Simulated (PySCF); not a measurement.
**A search over the determinants of GaN**

Unrestricted PBE0; basis Ga cc-pVTZ-PP with ECP10, N cc-pVTZ; scalar-relativistic core potentials; PySCF 2.14. Outer shells of the fragments: Ga 3d10 4s2 4p1; N 2s2 2p3.

Followed along the bond (rough minima from three points):

| 2Ms+1 | unpaired | ⟨S²⟩ at the start | R at minimum (Å) | Te (eV) |
| --- | --- | --- | --- | --- |
| 3 | π ↑↑ | 2.01 | 2.00 | 0.00 |
| 3 | σ ↑, π ↑ | 2.03 | 1.85 | 0.10 |
| 1 | σ ↓, π ↑ | 1.02 | 1.83 | 0.47 |
| 1 | π ↑↓ | 1.00 | 2.00 | 0.51 |
| 5 | σ ↑, π ↑↑↑ | 6.01 | none in the scan | ≤ 2.28 |

Solutions found at the starting distance of 1.860 Å, counted from the lowest of them; the search is not exhaustive and high or unbound solutions are not listed, so other states can lie among these:

```
2Ms+1    unpaired   term  E (eV)  ⟨S²⟩  ⟨Lz²⟩  μ (D)
    3    σ ↑, π ↑     ³Π    0.00  2.03   1.01  -2.65
    3        π ↑↑    ³Σ⁻    0.03  2.01   0.00  -1.14
    1    σ ↓, π ↑  mixed    0.37  1.02   1.02  -2.94
    1        π ↑↓  mixed    0.54  1.00   2.01  -1.10
    1        none    ¹Σ⁺    1.66  0.00   0.00  -4.44
    1        none  mixed    2.09  0.00   2.00  -0.94
    5  σ ↑, π ↑↑↑     ⁵Π    2.61  6.01   1.00  -0.06
    3  σ ↑, π ↑↑↓  mixed    3.42  3.01   3.01  -0.28
    3  σ ↓, π ↑↑↑  mixed    3.51  3.02   1.00  -0.02
    1  σ ↑, π ↑↓↓  mixed    3.84  2.02   3.02   0.19
```

A term symbol is given only where ⟨S²⟩ and ⟨Lz²⟩ are close to those of a pure state; real π, δ and φ orbitals otherwise mix terms. A positive dipole means Ga(−)N(+).

Task: Compare the gap between the two lowest followed solutions at the starting distance with the gap between their minima.

Result: At PBE0 the second solution (triplet, unpaired electrons σ ↑, π ↑) lies -0.03 eV from the first (triplet, unpaired electrons π ↑↑) at 1.860 Å and +0.10 eV at the minima; the two curves relax by different amounts, since their minima lie near 1.85 and 2.00 Å.

Spin–orbit coupling is left out.
